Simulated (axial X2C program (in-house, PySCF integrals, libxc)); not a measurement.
**Spin–orbit effects along a row: molecules with H, MP2**

Computed with an axial X2C code built on PySCF integrals, spin-free (one-electron X2C) or two-component (2c: spin–orbit coupling with atomic mean-field Coulomb and Gaunt terms, which also bring small scalar terms), in Dyall basis sets with cores contracted in-house; open shells are unrestricted.

Basis sets: Ag dyall-cv3z, Cd dyall-cv3z, H dyall-v3z, I dyall-cv3z, In dyall-cv3z, Mo dyall-cv3z, Pd dyall-cv3z, Rb dyall-cv3z, Sn dyall-cv3z, Sr dyall-v3z, Te dyall-cv3z. Frozen shells (counts by l): RbH Rb 3s2p1d, H none, 10 electrons correlated; SrH Sr 3s2p1d, H none, 11 electrons correlated; MoH Mo 3s2p1d, H none, 15 electrons correlated; PdH Pd 4s3p1d, H none, 11 electrons correlated; AgH Ag 4s3p1d, H none, 12 electrons correlated; CdH Cd 4s3p1d, H none, 13 electrons correlated; InH In 4s3p1d, H none, 14 electrons correlated; SnH Sn 4s3p1d, H none, 15 electrons correlated; TeH Te 4s3p2d, H none, 7 electrons correlated; HI I 4s3p2d, H none, 8 electrons correlated. Where the outer core of a metal is frozen, bonds come out longer and ionisation energies lower. Frozen cores can differ along the series, which adds to the trend.

```csv
molecule,spin-free state,Re (Å),ωe (cm⁻¹),De (eV),2c state,Re 2c (Å),ωe 2c (cm⁻¹),De 2c (eV)
RbH,"M_S = 0, Λ = 0",2.352,968.3,1.49,Ω = 0,2.352,968.5,1.49
SrH,"M_S = 1/2, Λ = 0",2.140,1234.8,1.52,Ω = 1/2,2.140,1234.9,1.52
MoH,"M_S = 5/2, Λ = 0",1.702,1814.5,2.18,Ω = 5/2,1.702,1813.4,2.18
PdH,"M_S = 1/2, Λ = 0",1.460,2242.3,1.82,Ω = 1/2,1.462,2206.6,1.82
AgH,?,?,?,?,?,?,?,?
CdH,"M_S = 1/2, Λ = 0",1.729,1546.4,0.50,Ω = 1/2,1.730,1545.9,0.50
InH,"M_S = 0, Λ = 0",1.825,1514.7,2.51,Ω = 0,1.824,1514.5,2.37
SnH,"M_S = 1/2, Λ = 1",1.756,1775.9,2.41,Ω = 1/2,1.757,1768.5,n/a
TeH,"M_S = 1/2, Λ = 1",1.652,2208.7,2.72,Ω = 3/2,1.655,2191.0,2.66
HI,"M_S = 0, Λ = 0",1.603,2395.3,3.30,Ω = 0,1.606,2376.3,3.03
```

Q: Estimate the 2c Re and ωe of AgH as the mean of its neighbours in the table.

A: Re ≈ 1.596 Å, ωe ≈ 1876.2 cm⁻¹. The MP2 runs give the row below, so the estimate misses by 0.006 Å and 7.5 cm⁻¹.

```tsv
molecule	spin-free state	Re (Å)	ωe (cm⁻¹)	De (eV)	2c state	Re 2c (Å)	ωe 2c (cm⁻¹)	De 2c (eV)
AgH	M_S = 0, Λ = 0	1.590	1870.0	2.19	Ω = 0	1.590	1868.7	2.19
```

Each entry is the lowest single determinant of a limited PBE0 search at one distance. De goes to single-determinant-based atoms at the same level (for ions the charge split of lowest energy) and is withheld (n/a) where an atom does not fit its ground term or J level. Main or longest-lived isotopes. One determinant is a doubtful description, or other states lie close, for MoH; these need not be ground states, and all values refer to the states named. With several unpaired electrons the Ω given is that of one determinant, not necessarily of the lowest component.
